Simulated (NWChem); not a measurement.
Atomisation of BeO

```xyz
2

Be     0.0000     0.0000     0.8926
O      0.0000     0.0000    -0.4463
```
Charge 0, spin multiplicity 1.

Program: NWChem. The geometry was optimised at B3LYP/def2-SVP, a minimum by its harmonic frequencies.

Basis set: def2-TZVP. The atomisation energy is electronic alone: no zero-point, thermal, spin-orbit or counterpoise terms. No value is extrapolated to the basis-set limit. Free atoms are single determinants with multiplicities Be 1, O 3. Correlated methods freeze the same cores in atoms and molecule, 2 orbitals in all.

| method | atomisation energy (kcal/mol) |
|---|---|
| B3LYP | 106.4 |
| HF | 33.8 |
| LDA (SVWN5) | 140.2 |
| CCSD(T) | 92.8 |
| PBE | 117.4 |
| CAM-B3LYP | 105.5 |
| PBE0 | 102.0 |
| MP2 | 113.2 |
| TPSS | 107.2 |
| BP86 | 117.3 |

The values span 106.4 kcal/mol, from HF (lowest) to LDA (SVWN5) (highest). 

B3LYP has NWChem's definition, with VWN1-RPA local correlation. The structure started from a generated list of species. The stability of the SCF solutions was not checked. Open-shell Hartree-Fock references start from PBE0 orbitals. No row is a measurement; the coupled-cluster row has its own basis-set and correlation limits.
